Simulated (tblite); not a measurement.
Species: C7H9 (doublet state).
Atom-mapped SMILES: `[CH2:1]=[C:2]=[C:3][CH2:4][C:5](=[CH2:6])[CH3:7]` (hydrogens: H8, H9 on C1; H10, H11 on C4; H12, H13 on C6; H14, H15, H16 on C7)

Geometry (GFN2-xTB, Å), atoms numbered from 1 in this order:
```
atom  x, y, z in Å
C1     3.4422    0.2228    0.5125
C2     2.1996   -0.1208    0.1065
C3     1.0831   -0.4390   -0.2759
C4    -0.2557   -0.7895   -0.6949
C5    -1.2888   -0.1880    0.2288
C6    -2.0600   -0.9403    0.9947
C7    -1.3585    1.3069    0.2110
H8     4.3102   -0.1141   -0.0248
H9     3.5839    0.8372    1.3832
H10   -0.3537   -1.8802   -0.7151
H11   -0.4158   -0.4204   -1.7164
H12   -2.7938   -0.5108    1.6558
H13   -1.9927   -2.0155    0.9959
H14   -1.6731    1.6589   -0.7722
H15   -0.3735    1.7267    0.4130
H16   -2.0610    1.6751    0.9538
```

Level: GFN2-xTB in tblite, geometry and Hessian alike; calculated harmonic values, unscaled, isolated species. Errors from tens to a few hundred cm⁻¹ against measured bands are possible. One conformer, not necessarily the lowest. Open shells enter through the occupations alone, without spin polarisation, and single modes of such species can be off by tens of per cent. The optimisation stopped once no atom felt more than 0.01 eV/Å.

Lowest wavenumbers of the output (negative numbers stand for imaginary wavenumbers):
```
mode    cm-1
  1     -41.4
  2      40.0
  3      88.9
  4     139.3
  5     180.2
  6     250.2
  7     317.8
  8     336.1
  9     378.9
 10     413.9
```

Is this structure a minimum?

Not by this Hessian. 1 mode is imaginary beyond 20i (41i cm⁻¹), so at this level the point lies at or near a first-order saddle. The curvature is small, so loose convergence or finite differences may be the whole cause.

Which atoms move in the imaginary mode?

41i: H8 (hydrogen on carbon) 51 %, H9 (hydrogen on carbon) 47 %. These are shares of the mass-weighted motion.

What is the remedy?

Step along that mode in both directions, optimise again with tighter thresholds and repeat the frequencies. The zero-point energy of this point (80.6 kcal/mol) counts the 41 real modes alone, and thermal corrections from it aren't those of a minimum.
